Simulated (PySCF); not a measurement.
**Name the molecule from its bond curve**

A diatomic of charge 0 contains Bi. Its triplet curve at UHF-CCSD(T) in a triple-zeta basis (spin-free X2C with a Gaussian nucleus, PySCF), in eV from the separated fragments:

(R (Å), E (eV)): (1.823, -2.972), (1.903, -3.373), (1.964, -3.514), (2.025, -3.555), (2.086, -3.522), (2.167, -3.397), (2.268, -3.155), (2.389, -2.797)

The fit gives ωe = 557 cm⁻¹ and the rotational constant Bₑ = 0.2359 cm⁻¹.

Task: Which atom is the partner?

Result: The minimum lies at 2.025 Å, so the reduced mass is 16.8576 u Å² cm⁻¹/(Bₑ·Re²) = 17.43 u. With Bi at 208.98 u the partner weighs about 19.0 u: F. The molecule is BiF.

Correlated steps freeze 35 core orbitals. These are scalar-relativistic numbers at best; spin–orbit coupling would shift them, the dissociation energy most. The state was picked by a PBE0 search and need not be the measured ground state.
